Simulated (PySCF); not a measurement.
Working out the electron affinity of Sb

Sb⁻ [Kr] 4d10 5s2 5p4 (3P) → Sb [Kr] 4d10 5s2 5p3 (4S). Calculation: PySCF 2.14, in aug-cc-pVTZ-PP with one added diffuse shell each of d, f type with ECP28MDF (6s5p5d3f, 67 functions); scalar relativity through the core potential. Frozen: 4s2 4p6 4d10. Energies in hartree (1 hartree = 27.21139 eV):

| part | Sb⁻ (lower) | Sb (upper) |
| --- | --- | --- |
| UHF | -239.275549 | -239.277766 |
| MP2 opposite-spin | -0.065708 | -0.044741 |
| MP2 same-spin | -0.019851 | -0.016541 |

Problem. What does Hartree-Fock give?

Solution. (-239.277766) − (-239.275549) = -0.002217 hartree = -0.060 eV.

Problem. What do MP2 and SCS-MP2 (6/5 opposite-spin, 1/3 same-spin) give?

Solution. The opposite-spin parts differ by 0.571 eV and the same-spin parts by 0.090 eV. MP2: -0.060 + (0.571) + (0.090) = 0.601 eV. SCS-MP2: -0.060 + 1.2 × (0.571) + (0.090)/3 = 0.655 eV.

Reference: 1.047 eV (measured; photodetachment measurements, as compiled on the Wikipedia data page of electron affinities), between the lowest levels; spin-orbit coupling is absent from the calculation.

What remains against the reference includes basis incompleteness, the frozen core and correlation beyond second order.
